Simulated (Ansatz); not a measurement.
Species: C5H10, SMILES `CCC1CC1` (C–C–C–C torsion 154°) (charge 0, multiplicity 1).

### Question
Give a relaxed geometry from Ansatz (a program for electronic structure) with PBE0-D3(BJ)/def2-TZVP.

### Answer
One answer among several that fit: the end point of this relaxation, one of several conformers (outside a Z-matrix the atoms follow the SMILES, hydrogens last).
Bonded distances (Å): C1–C2 1.520, C1–H6 1.093, C1–H7 1.093, C1–H8 1.092, C2–C3 1.504, C2–H9 1.096, C2–H10 1.096, C3–C4 1.496, C3–C5 1.498, C3–H11 1.087, C4–C5 1.500, C4–H12 1.084, C4–H13 1.083, C5–H14 1.083, C5–H15 1.084. Angles (°): C2–C1–H6 111.0, C2–C1–H7 110.9, C2–C1–H8 111.6, H6–C1–H7 107.5, H6–C1–H8 107.7, H7–C1–H8 108.0, C1–C2–C3 112.8, C1–C2–H9 109.7, C1–C2–H10 109.8, C3–C2–H9 108.7, C3–C2–H10 109.5, H9–C2–H10 106.1, C2–C3–C4 120.4, C2–C3–C5 119.7, C2–C3–H11 114.5, C4–C3–C5 60.2, C4–C3–H11 115.8, C5–C3–H11 115.6, C3–C4–C5 60.0, C3–C4–H12 117.5, C3–C4–H13 118.6, C5–C4–H12 117.7, C5–C4–H13 118.2, H12–C4–H13 114.4, C3–C5–C4 59.8, C3–C5–H14 118.8, C3–C5–H15 117.3, C4–C5–H14 118.2, C4–C5–H15 117.7, H14–C5–H15 114.4.
